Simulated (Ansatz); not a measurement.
`B[B]([SiH3])[SnH3]` + NH₃ → `BB(N)[SiH3]` + `[SnH4]` at 400 K and 1 bar (cleavage of the B–Sn bond).

Isolated molecules relaxed with PBE0-D4/def2-TZVP in Ansatz; ΔE leaves out vibrations. CBS: MP2 limit from def2 TZ/QZ plus the TZ coupled-cluster correction, frozen cores. This one scheme is used for every species. def2 core potentials past Kr. For Sn outer-core shells are correlated without core-valence functions, which leaves a few kJ/mol of doubt a bond. Each species was taken in one conformer, which may not be the lowest.

| species | CCSD(T)/CBS energy (Eh) | H − E (kJ/mol) | S (J/(mol·K)) |
| --- | --- | --- | --- |
| `B[B]([SiH3])[SnH3]` | -557.42402 | 221.0 | 444.7 |
| NH₃ | -56.50880 | 104.2 | 203.1 |
| `BB(N)[SiH3]` | -397.57337 | 233.5 | 376.5 |
| `[SnH4]` | -216.39156 | 85.2 | 244.6 |

H − E and S are ideal-gas, rigid-rotor, harmonic terms from PBE0-D4/def2-TZVP, for one conformer and one mirror image of each species. 1 Eh = 2625.50 kJ/mol, R = 8.31446 J/(mol·K).

Q: By hand: ΔE, ΔH, ΔS and ΔG.

A: ΔE = (-397.57337) + (-216.39156) − (-557.42402) − (-56.50880) = -0.03211 Eh = -84.3 kJ/mol. Δ(H − E) = 233.5 + 85.2 − 221.0 − 104.2 = -6.5, so ΔH = -90.8 kJ/mol. ΔS = 376.5 + 244.6 − 444.7 − 203.1 = -26.7 J/(mol·K). ΔG = -90.8 − 400 × (-26.7)/1000 = -80.1 kJ/mol.

Q: By hand: the equilibrium constant, and the temperature at which ΔG would vanish if ΔH and ΔS stayed fixed.

A: log₁₀ K = −ΔG/(RT ln 10) = 10.5. ΔG = 0 at ΔH/ΔS = 3401 K, far beyond where these terms or the molecules hold.

ΔH outweighs TΔS. A doubt of 5 kJ/mol in ΔE shifts log₁₀ K by 0.7 here. Other conformers and mirror images would add mixing entropy, several J/(mol·K) or more a flexible species. Modes under 60 cm⁻¹, often nearly free rotors, make the harmonic entropy too high. These are equilibria of isolated gas molecules and say nothing of rates. Largest T1 diagnostic: 0.016 (customary marks: 0.02 for closed shells, 0.045 for open ones).
